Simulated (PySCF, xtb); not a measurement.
3-fluoro-3-methyloxetane (C₄H₇FO), SMILES CC1(F)COC1.

Harmonic wavenumbers (cm⁻¹) from GFN2-xTB (xtb 6.7.1) at its own minimum, in rising order: 120, 197, 293, 346, 404, 426, 646, 870, 905, 916, 964, 969, 1034, 1066, 1098, 1119, 1170, 1196, 1234, 1244, 1295, 1394, 1451, 1464, 1471, 1477, 2946, 2947, 2968, 2970, 3038, 3041, 3058.

Q: What does PBE0-D3(BJ)/def2-SVP (PySCF 2.14.0) give at its own minimum? (The exact figures need the calculation; the answer reports its results.)

A: 93, 267, 305, 360, 434, 439, 665, 856, 911, 943, 977, 980, 1047, 1099, 1158, 1174, 1213, 1267, 1302, 1302, 1395, 1411, 1454, 1467, 1480, 1509, 3038, 3050, 3064, 3113, 3113, 3166, 3174. Paired by order, the mean absolute difference is 47 cm⁻¹ and the zero-point energies are 65.4 and 67.5 kcal/mol.
